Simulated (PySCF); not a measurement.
**Molecular orbitals of CdSi**

M06 at R = 2.585 Å; Cd def2-SVPD with ECP28, Si def2-SVPD; scalar-relativistic core potentials (PySCF 2.14). State: ³Σ⁻ (triplet), unpaired electrons π ↑↑. Only the outer orbitals are listed, counted within each symmetry, core potentials removing the inner ones.

| spin | orbital | occ. | ε (eV) | on Cd (%) | main shells (%) |
| --- | --- | --- | --- | --- | --- |
| α | 7σ | 1 | -12.30 | 16 | 83 Si s |
| α | 8σ | 1 | -7.33 | 68 | 68 Cd s, 23 Si p |
| α | 4π | 1 | -4.96 | 11 | 89 Si p, 10 Cd p |
| α | 4π | 1 | -4.96 | 11 | 89 Si p, 10 Cd p |
| α | 9σ | 0 | -3.05 | 48 | 47 Si p, 34 Cd p, 14 Cd s |
| α | 5π | 0 | -0.63 | 86 | 86 Cd p, 10 Si p |
| α | 5π | 0 | -0.63 | 86 | 86 Cd p, 10 Si p |
| β | 7σ | 1 | -10.84 | 19 | 80 Si s, 14 Cd s |
| β | 8σ | 1 | -7.03 | 70 | 69 Cd s, 16 Si p, 13 Si s |
| β | 9σ | 0 | -2.56 | 48 | 47 Si p, 42 Cd p |
| β | 4π | 0 | -2.20 | 37 | 63 Si p, 36 Cd p |
| β | 4π | 0 | -2.20 | 37 | 63 Si p, 36 Cd p |

Which are the highest filled and the lowest empty level, where do they sit, and how wide is the gap?

Highest filled α 4π at -4.96 eV (in %: 89 Si p, 10 Cd p); lowest empty α 9σ at -3.05 eV (in %: 47 Si p, 34 Cd p, 14 Cd s); the gap at M06 is 1.91 eV.

| Quantity | Value |
| --- | --- |
| bond order (Mayer) | 1.14 |
| ⟨S²⟩ | 2.013 |
| charge on Cd (Mulliken, basis-dependent) | 0.16 |
| charge on Cd (Löwdin, basis-dependent) | 0.17 |
| dipole moment (positive dipole means Cd(−)Si(+)) | -1.69 D |

Spin–orbit coupling is left out. The state is the lowest determinant that a PBE0 search found; another state may lie lower at other levels.
